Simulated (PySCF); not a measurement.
## Which orbitals make which state

C₅H₅N₃.
InChI=1S/C5H5N3/c1-2-5-3-7-8-4-6-5/h2-4H,1H2

The calculation used PySCF 2.14.0, density-fitted response routines, TDDFT wB97X-D/def2-SVPD, vertical, gas phase, core orbitals frozen in the response. Geometry: GFN2-xTB, one conformer, isolated molecule. Torsions of this conformer, `[CH2:1]=[CH:2][c:3]1[cH:4][n:5][n:6][cH:7][n:8]1`: C1–C2–C3–C4 180°.

Orbital energies (eV): HOMO-3 -11.35, HOMO-2 -11.10, HOMO-1 -9.69, HOMO -8.82, LUMO -0.81, LUMO+1 0.38, LUMO+2 2.28.

Computed singlets:

| state | E (eV) | f |
| --- | --- | --- |
| S1 | 3.02 | 0.0037 |
| S2 | 3.97 | 0.0000 |
| S3 | 4.98 | 0.301 |
| S4 | 5.24 | 0.0000 |
| S5 | 5.80 | 0.0000 |
| S6 | 5.85 | 0.134 |
| S7 | 6.29 | 0.0042 |
| S8 | 6.61 | 0.108 |

**Question.** Which orbital pair leads each of S1, S2, S3, S4 and S7, and how does its energy difference Δε compare with the excitation energy?

**Answer.** 

```
state  leading configuration  weight  Δε (eV)  E (eV)  E − Δε (eV)       f  other configurations
   S1              HOMO→LUMO    0.92     8.01    3.02        -4.99  0.0037                     –
   S2            HOMO→LUMO+1    0.94     9.20    3.97        -5.23  0.0000                     –
   S3            HOMO-1→LUMO    0.89     8.88    4.98        -3.91   0.301                     –
   S4            HOMO-2→LUMO    0.89    10.30    5.24        -5.05  0.0000                     –
   S7          HOMO-2→LUMO+1    0.95    11.49    6.29        -5.19  0.0042                     –
```

E − Δε runs from -5.23 to -3.91 eV. By orbital difference alone the order would be S1, S3, S2, S4, S7.

H and L stand for HOMO and LUMO. The other states: S5 5.80 eV, f 0.0000, H-4→L (85%); S6 5.85 eV, f 0.134, H-1→L+1 (54%), H-3→L (33%); S8 6.61 eV, f 0.108, H-3→L (56%), H-1→L+1 (36%).

**Question.** Which computed triplets share their leading configuration (75% or more) with a singlet, and how far apart are the partners?

**Answer.** 

| configuration | triplet | E(T) (eV) | singlet | E(S) (eV) | E(S) − E(T) (eV) |
| --- | --- | --- | --- | --- | --- |
| HOMO→LUMO | T1 | 2.40 | S1 | 3.02 | +0.62 |
| HOMO-1→LUMO | T2 | 3.29 | S3 | 4.98 | +1.68 |
| HOMO→LUMO+1 | T3 | 3.67 | S2 | 3.97 | +0.30 |

The 3 triplets are Tamm–Dancoff values, the singlets full response.

Summed over the main configurations (up to three a state, each over 8%) of all 8 singlets, the electron leaves HOMO with weight 1.86, HOMO-2 with weight 1.85, HOMO-1 with weight 1.80 and HOMO-3 with weight 0.89.

Hardware: an Intel Xeon Platinum 8259CL at 2.50 GHz with one thread, no GPU (shared host). Cost: 61 s wall (grids of density and orbitals included), 0.85 GiB resident at most.
